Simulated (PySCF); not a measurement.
Gas-phase reaction: ZnF2 + Cl2 ⇌ ZnCl2 + 2 F

Method: PySCF energies plus ideal-gas RRHO corrections (1 bar). † marks an energy on the PBE0/def2-TZVP geometry and frequencies; other levels use their own. MP2 freezes the core. 6-31G* has spherical d functions here. Open shells (unrestricted): F (multiplicity 2, electronic degeneracy 6); the rest are closed-shell singlets. Spin-orbit splitting is ignored; it lowers the true energy and changes the entropy of F. Zn: all electrons, no relativistic terms. MP2 isn't extrapolated to the basis-set limit; its ΔH°(298 K) is 348.9 kJ in def2-SVP and 410.8 kJ in def2-TZVPP. The harmonic model lacks anharmonicity and excited electronic states, which grow with temperature; levels with a mode under 35 cm⁻¹ are left out. Soft modes under 120 cm⁻¹ make the harmonic entropy rough for ZnCl2.

| level | ΔE electronic, kJ | ΔH°(298 K), kJ | ΔS°(298 K), J/K | ΔG°(2500 K), kJ |
|---|---|---|---|---|
| HF/6-31G* | 85 | 82 | 124 | -253 |
| MP2/def2-TZVPP† | 413 | 411 | 122 | 82 |
| PBE/def2-SVP | 418 | 416 | 122 | 90 |
| PBE0/def2-QZVP† | 382 | 379 | 122 | 51 |
| PBE0/def2-SVP† | 337 | 334 | 122 | 6 |
| LDA/def2-TZVP† | 559 | 556 | 122 | 228 |
ΔH° is lowest at HF/6-31G* and highest at LDA/def2-TZVP†. No reference value is set beside these.
